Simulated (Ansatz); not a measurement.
Ga(F)(Br)(NH2) (BrFGaH₂N), SMILES [Br][Ga]([F])[NH2]. Atoms are numbered in the order given.

```xyz
6

Ga     0.2391     0.2826    -0.6590
F      1.9082     0.0062    -1.1160
Br    -0.4876    -0.6151     1.3074
N     -0.7938     1.2520    -1.7625
H     -1.7676     1.4597    -1.5759
H     -0.4542     1.6441    -2.6334
```

Geometry optimised at B3LYP-D3(BJ)/def2-SVP. The structure was generated by enumeration; whether it is a known compound was not checked. The values are those of a single conformer.

Two levels are set side by side: PBE-D3(BJ)/def2-SVP (Ansatz, a program for electronic structure) and B3LYP-D3(BJ)/def2-SVP (Ansatz). Each level has its own optimised geometry; the coordinates shown are those of the second. Differences are taken from unrounded values.

```
quantity              B3LYP-D3(BJ)  PBE-D3(BJ)  PBE-D3(BJ) minus B3LYP-D3(BJ)
--------------------  ------------  ----------  -----------------------------
mean bond length (Å)         1.571       1.578                          0.006
bond Ga1–F2 (Å)              1.753       1.764                          0.012
bond Ga1–Br3 (Å)             2.280       2.282                          0.002
bond Ga1–N4 (Å)              1.796       1.802                          0.006
bond N4–H5 (Å)               1.013       1.020                          0.006
bond N4–H6 (Å)               1.014       1.020                          0.006
```

GGA bonds tend to be longer and softer than those of functionals with exact exchange. Differences between two approximate levels are no errors against the true value.
